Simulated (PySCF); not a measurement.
How methods differ on the ionisation energy of F⁺

F⁺ [He] 2s2 2p4 (3P) → F²⁺ [He] 2s2 2p3 (4S), as a difference of total energies. Computed with PySCF 2.14 in aug-cc-pCVTZ-DK with one added diffuse shell each of s, p, d, f type (8s7p5d3f, 75 functions), with scalar relativity by spin-free X2C-1e. Correlated levels: valence: 1s2 frozen; valence and next inner shell: nothing frozen. The calculations carry no spin-orbit coupling.

Question: Order these methods by the ionisation energy they give, lowest first.
A. PBE
B. MP2 (valence and next inner shell)
C. MP2 (valence)
D. HSE06

Answer: C (34.619 eV), B (34.645 eV), D (35.283 eV), A (35.415 eV).

Errors of the correlated levels include the incompleteness of this basis and the frozen core.

For comparison: 34.950 eV (measured; NIST levels, between the centres of gravity of the two terms).
